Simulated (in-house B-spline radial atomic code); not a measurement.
Values are calculated unless marked as measured or tabulated.
Ag in an electron gas of r_s = 2.2: phase shifts, screening, friction and resistivity

A nucleus sits in a uniform electron gas with a rigid positive background. The Kohn-Sham equations are solved self-consistently in the spin-unpolarised LDA (PW92), non-relativistic, on B-splines with outgoing waves at the boundary and partial waves to l = 8. The model has no lattice, no bands and no magnetic solution. Atomic units; δ_l are the phase shifts at the Fermi level, counted so that each bound state adds π, and good to about 0.0005.

The density parameter is r_s = 2.2 bohr, near that of the valence electrons of Ga (3 per atom, density 5.91 g/cm³, mass 69.72 u, which gives r_s = 2.19).

```csv
l,δ_l (rad)
0,12.5502
1,9.8267
2,6.2354
3,0.0693
4,0.0120
5,0.0018
6,0.0003
7,0.0000
8,0.0000
```

Bound levels below the band bottom (hartree): d -13.05, s -2.933, p -1.798, d -0.02183, s -0.0002672 and deeper ones.

Check the Friedel sum rule, and say where the screening charge sits.

k_F = (9π/4)^(1/3)/r_s = 0.87234. The rule is Z = (2/π) Σ (2l + 1) δ_l. The terms are s 7.990, p 18.768, d 19.848, f 0.309 and 0.084 beyond, in all 46.998 against Z = 47. Bound states hold 10 s, 18 p, 20 d electrons, so the scattering states carry -1.00 in all; where a term is smaller than its bound count, the bound level has drawn weight out of the band.

Find the transport cross section and the electronic stopping of a 10 keV Ag ion (mass 107.87 u).

σ_tr = (4π/k_F²) Σ (l + 1) sin²(δ_l − δ_(l+1)). The terms for l = 0 to 3 are 0.1649, 0.3779, 0.0409, 0.0131, all together 0.5974, so σ_tr = 16.513 × 0.5974 = 9.865 bohr². With n = 3/(4π r_s³) = 0.02242, the friction coefficient is Q = n k_F σ_tr = 0.1929. For v well below v_F = 0.872, dE/dx = Q v; with 24801 eV per u at v = 1, v = √(10000/(24801 × 107.87)) = 0.0611, so dE/dx = 0.01180 hartree/bohr = 6.07 eV/nm. The largest term couples the p and d waves.

What residual resistivity would 1 atomic per cent of such centres give in Ga?

Δρ = k_F n_i σ_tr/n in atomic units of 21.74 μΩ·cm. With one host atom per 3 electrons, n_i/n = 0.01/3, so Δρ = 0.8723 × 0.00333 × 9.865 × 21.74 = 0.62 μΩ·cm. This is an atom added to the gas, as on an interstitial site.

On a substitutional site the background of one host ion, a sphere holding 3 charges, is taken out. The phase shifts for l = 0 to 4 become 11.9735, 9.1842, 5.9701, -0.0268, -0.0064. What follows?

The Friedel sum is now 44.00, for Z − 3 = 44. The sum in σ_tr is 0.3706, so σ_tr = 6.12 bohr² and Δρ = 0.39 μΩ·cm per atomic per cent, 0.62 times the value above. A real host ion scatters too, so this model doesn't give zero even for the host's own atom.
